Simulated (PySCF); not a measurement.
Species: C3H5F3Si.
SMILES with atom numbers: `[F:1][CH:2]([F:3])[C@@:4]1([F:5])[CH2:6][SiH2:7]1` (hydrogens: H8 on C2; H9, H10 on C6; H11, H12 on Si7)

The same species was optimised twice, with GFN2-xTB and with PBE0-D3(BJ)/def2-SVP (PySCF), and the same property calculations (PySCF, gas phase) were run on both structures.

```csv
coordinate,GFN2-xTB,PBE0-D3(BJ)/def2-SVP,change
C4–Si7 (Å),1.907,1.884,-0.023
C6–Si7 (Å),1.890,1.870,-0.020
F1–C2 (Å),1.362,1.345,-0.017
C4–F5 (Å),1.383,1.367,-0.016
C4–C6 (Å),1.532,1.522,-0.010
C2–C4 (Å),1.507,1.503,-0.004
C2–F3 (Å),1.354,1.356,+0.002
F1–C2–F3 (°),105.2,108.2,+3.0
F3–C2–C4 (°),111.0,109.1,-1.9
C2–C4–Si7 (°),123.6,122.4,-1.2
F5–C4–C6 (°),113.7,114.9,+1.2
C2–C4–F5 (°),108.7,109.7,+1.0
C2–C4–C6 (°),118.3,117.5,-0.8
F1–C2–C4 (°),111.3,110.9,-0.4
F5–C4–Si7 (°),120.4,120.2,-0.2
F1–C2–C4–F5 (°),85,67,-18
```

Rotational constants: A = 2843, B = 1756, C = 1539 MHz (GFN2-xTB) against A = 2910, B = 1841, C = 1520 MHz (PBE0-D3(BJ)/def2-SVP). Point groups within 0.08 Å: C1 and C1.

On the GFN2-xTB structure: lowest singlet, TDDFT (eV) 6.13 [B3LYP/def2-SVPD]; lowest triplet, Tamm–Dancoff (eV) 4.83 [B3LYP/def2-SVPD]; isotropic polarisability (au) 66.0 [B3LYP/def2-SVPD]; HOMO (eV) -7.30 [B3LYP/def2-SVPD]; LUMO (eV) -0.66 [B3LYP/def2-SVPD]; dipole (D) 2.16 [B3LYP/def2-SVPD]; HOMO (eV) -7.44 [PBE0/pcSseg-1]; LUMO (eV) -0.29 [PBE0/pcSseg-1]; dipole (D) 1.98 [PBE0/pcSseg-1]; GIAO shielding of F1 (ppm) 292.6 [PBE0/pcSseg-1]; GIAO shielding of C2 (ppm) 62.5 [PBE0/pcSseg-1]; GIAO shielding of F3 (ppm) 317.2 [PBE0/pcSseg-1]; GIAO shielding of C4 (ppm) 97.7 [PBE0/pcSseg-1]; GIAO shielding of F5 (ppm) 402.3 [PBE0/pcSseg-1]; GIAO shielding of C6 (ppm) 178.4 [PBE0/pcSseg-1]; GIAO shielding of Si7 (ppm) 487.6 [PBE0/pcSseg-1].

Task: What do these properties become on the PBE0-D3(BJ)/def2-SVP structure?

Result: 
| property | level | on GFN2-xTB | on PBE0-D3(BJ)/def2-SVP | change |
| --- | --- | --- | --- | --- |
| lowest singlet, TDDFT (eV) | B3LYP/def2-SVPD | 6.13 | 6.20 | +0.07 |
| lowest triplet, Tamm–Dancoff (eV) | B3LYP/def2-SVPD | 4.83 | 4.94 | +0.11 |
| isotropic polarisability (au) | B3LYP/def2-SVPD | 66.0 | 66.4 | +0.4 |
| HOMO (eV) | B3LYP/def2-SVPD | -7.30 | -7.28 | +0.02 |
| LUMO (eV) | B3LYP/def2-SVPD | -0.66 | -0.55 | +0.11 |
| dipole (D) | B3LYP/def2-SVPD | 2.16 | 2.13 | -0.03 |
| energy, GFN2-xTB geometry as zero (kcal/mol) | B3LYP/def2-SVPD | 0.0 | -1.3 | -1.3 |
| HOMO (eV) | PBE0/pcSseg-1 | -7.44 | -7.42 | +0.02 |
| LUMO (eV) | PBE0/pcSseg-1 | -0.29 | -0.15 | +0.14 |
| dipole (D) | PBE0/pcSseg-1 | 1.98 | 1.95 | -0.03 |
| energy, GFN2-xTB geometry as zero (kcal/mol) | PBE0/pcSseg-1 | 0.0 | -1.9 | -1.9 |
| GIAO shielding of F1 (ppm) | PBE0/pcSseg-1 | 292.6 | 307.1 | +14.5 |
| GIAO shielding of C2 (ppm) | PBE0/pcSseg-1 | 62.5 | 65.9 | +3.5 |
| GIAO shielding of F3 (ppm) | PBE0/pcSseg-1 | 317.2 | 323.7 | +6.5 |
| GIAO shielding of C4 (ppm) | PBE0/pcSseg-1 | 97.7 | 101.5 | +3.8 |
| GIAO shielding of F5 (ppm) | PBE0/pcSseg-1 | 402.3 | 406.8 | +4.5 |
| GIAO shielding of C6 (ppm) | PBE0/pcSseg-1 | 178.4 | 180.3 | +1.9 |
| GIAO shielding of Si7 (ppm) | PBE0/pcSseg-1 | 487.6 | 478.9 | -8.7 |

The heavy atoms differ by 0.144 Å rms after alignment. Among bonds between heavy atoms C4–Si7 changes most (-0.023 Å). Changes are differences of the printed values. Neither structure is proved a minimum here.

Shape of the structure used: `[F:1][CH:2]([F:3])[C@@:4]1([F:5])[CH2:6][SiH2:7]1`: F1–C2–C4–F5 67°.
